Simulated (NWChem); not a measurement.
Species: C4H4Si; SMILES C(#C)[SiH2]C#C

Program: NWChem. Coordinates come from a B3LYP/6-31G* (spherical d) optimisation.

Question: Order these by “dipole (D)”, lowest first: B3LYP/def2-SVP; B3LYP/STO-3G; B3LYP/pcseg-1.

Answer: B3LYP/STO-3G (0.31), B3LYP/pcseg-1 (0.55), B3LYP/def2-SVP (0.62)
